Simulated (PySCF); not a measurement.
C3H5ClOSi, SMILES Cl[Si@@H]1CC=CO1. Atoms are numbered in the order given.

```xyz
11

Cl     1.8806    -0.0298    -0.9406
Si     0.4753    -0.0818     0.5823
C     -0.8878    -1.3540     0.2816
C     -2.0434    -0.4285    -0.0508
C     -1.7879     0.8825     0.0825
O     -0.5356     1.2807     0.4916
H      1.2107    -0.0806     1.8641
H     -1.0887    -1.9687     1.1779
H     -0.6459    -2.0508    -0.5379
H     -3.0175    -0.7981    -0.3765
H     -2.4836     1.7041    -0.1018
```
Charge 0, spin multiplicity 1.

The structure is a stationary point at B3LYP-D3(BJ)/def2-SVP. The structure was generated by enumeration; whether it is a known compound was not checked. One conformer was computed; it need not be the lowest.

Method: PBE/pcSseg-1 (PySCF).

GIAO shieldings, no solvent; atoms listed in one row are averaged. δ = σ(ref) − σ: ³⁵Cl against HCl (σ = 936.5 ppm); ²⁹Si against TMS (σ = 335.4 ppm); ¹³C against TMS (σ = 182.0 ppm); ¹⁷O against H2O (σ = 334.3 ppm); ¹H against TMS (σ = 31.49 ppm), references at their B3LYP-D3(BJ)/def2-TZVP geometries, non-relativistic (without spin–orbit terms, shifts of atoms bonded to Cl or Br come out too high).

Computed chemical shifts:
| nucleus | atoms | count | δ (ppm) |
|---|---|---|---|
| ³⁵Cl | Cl1 | 1 | 96.2 |
| ²⁹Si | Si2 | 1 | 35.2 |
| ¹³C | C5 | 1 | 157.8 |
| ¹³C | C4 | 1 | 108.6 |
| ¹³C | C3 | 1 | 23.7 |
| ¹⁷O | O6 | 1 | 174.4 |
| ¹H | H11 | 1 | 6.92 |
| ¹H | H7 | 1 | 6.27 |
| ¹H | H10 | 1 | 5.58 |
| ¹H | H8 | 1 | 2.14 |
| ¹H | H9 | 1 | 2.03 |
